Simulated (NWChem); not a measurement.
System: CH₄OSSe; SMILES CS[Se]O

Input file for NWChem:

```
start job
memory heap 200 mb stack 900 mb global 1100 mb
geometry units angstroms noautosym nocenter noautoz
  Se     0.366350    -0.802515    -0.123103
  O     -1.277445    -1.541170     0.279507
  H     -1.204499    -1.817983     1.216466
  S      0.259746     1.258046     0.613110
  C     -0.619947     2.156018    -0.722953
  H     -0.067826     2.082043    -1.678696
  H     -0.670625     3.216814    -0.404048
  H     -1.645389     1.757938    -0.837563
end
basis spherical
  Se library cc-pvtz
  O library cc-pvtz
  H library cc-pvtz
  S library cc-pvtz
  C library cc-pvtz
end
dft
  xc b3lyp
  iterations 150
  semidirect filesize 400000000
end
property
  efieldgrad
end
task dft property
```

Coordinates come from a PBE-D3(BJ)/def2-SVP optimisation.

Vzz is the largest principal value of the second derivative of the potential at the nucleus (NWChem prints the opposite sign); η is the asymmetry. Non-relativistic.

Atoms are numbered as in the input.

Predict the main results of this run. (B3LYP/cc-pVTZ.) Quantities: Vzz Se1 (a.u.); η Se1; Vzz O2 (a.u.); η O2; Vzz S4 (a.u.); η S4.


```
Quantity         Value
--------------  ------
Vzz Se1 (a.u.)  -7.961
η Se1             0.45
Vzz O2 (a.u.)   -1.713
η O2              0.81
Vzz S4 (a.u.)   -2.500
η S4              0.67
```
